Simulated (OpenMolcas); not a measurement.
A calculation on Co+.

| Property | Result |
| --- | --- |
| Program | OpenMolcas 26.06 |
| Method | RASSCF |
| Basis | ANO-RCC-VTZP [6s5p3d2f1g] |
| Scalar Hamiltonian | DKH2, point nucleus |
| Active space | 8 electrons in 9 orbitals (RAS2 3d 4s; RAS3 4p, at most 2 electrons) |
| State averaging | 2S+1 = 3 even, 55 roots; 2S+1 = 5 even, 10 roots kept (CI in the orbitals of an earlier block); 2S+1 = 1 even, 49 roots kept (CI in the orbitals of an earlier block); 2S+1 = 3 odd, 21 roots; 2S+1 = 5 odd, 22 roots kept (CI in the orbitals of an earlier block); 2S+1 = 1 odd, 9 roots kept (CI in the orbitals of an earlier block, 0 in the spin-orbit step) |
| Spin-orbit coupling | RASSI with atomic mean-field integrals over the reference wave functions, term energies averaged over their components |

(1) Which level of the active space comes out lowest?

(2) How high does 3d⁷ 4s ⁵P₂ lie?

(3) How high does 3d⁷ 4s ³F₃(1) lie?

(4) How high does 3d⁷ 4s ³F₂(1) lie?

Answers

(1) 3d⁷ 4s ⁵F₅, with 100 % of that term.

(2) 18628 cm⁻¹ above the lowest level.

(3) 8906 cm⁻¹ above the lowest level.

(4) 9534 cm⁻¹ above the lowest level.

Some high roots are left out of the spin-orbit mixing, which shifts the levels that they would mix with. Without dynamic correlation excited terms often stand tens of per cent too high (terms of higher spin than the ground term too low), and those without a measured partner can miss by more than the paired ones. Terms from blocks run as CI alone lack orbitals of their own. The lowest computed level is not the ground level that NIST lists (3F4). Only configurations of the active space appear.

A number in round brackets counts repeated terms of one configuration in the order of the reference energies.
